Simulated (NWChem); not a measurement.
System: CH6BNO; SMILES CNBO

```xyz
10

B     -0.6263     0.8184     0.0000
H     -1.6908     1.3938     0.0000
N     -0.6246    -0.5917     0.0000
C      0.4983    -1.4894     0.0000
H     -1.5267    -1.0500     0.0000
H      0.5195    -2.1414    -0.8911
H      0.5195    -2.1414     0.8911
H      1.4445    -0.9262     0.0000
O      0.4964     1.5947     0.0000
H      1.3179     1.0943     0.0000
```
Atoms are numbered in this order, from 1.

Level: PBE0/def2-SVP (NWChem), optimised geometry, unscaled harmonic frequencies. 

| frequency (cm⁻¹) | IR intensity (km/mol) |
|---|---|
| 80 | 1.1 |
| 250 | 3.9 |
| 252 | 3.9 |
| 541 | 190.3 |
| 595 | 18.1 |
| 598 | 7.2 |
| 904 | 30.0 |
| 913 | 17.8 |
| 1013 | 60.7 |
| 1102 | 39.9 |
| 1140 | 0.1 |
| 1152 | 34.2 |
| 1224 | 40.4 |
| 1410 | 153.5 |
| 1458 | 5.0 |
| 1462 | 29.2 |
| 1483 | 30.0 |
| 1557 | 263.3 |
| 2618 | 170.4 |
| 3026 | 55.2 |
| 3096 | 29.9 |
| 3133 | 30.5 |
| 3668 | 29.4 |
| 3906 | 26.8 |

| Item | Result |
|---|---|
| zero-point energy | 52.3 kcal/mol |
| thermal correction to the enthalpy at 298.15 K (with zero-point energy) | 56.2 kcal/mol |
| heat capacity Cv | 17.4 cal/(mol K) |
| entropy at 298.15 K and 1 atm (symmetry number 1) | 71.7 cal/(mol K) |
| dipole moment | 3.01 D |

Rigid rotor and harmonic oscillator; modes under 100 cm⁻¹ make the entropy uncertain.
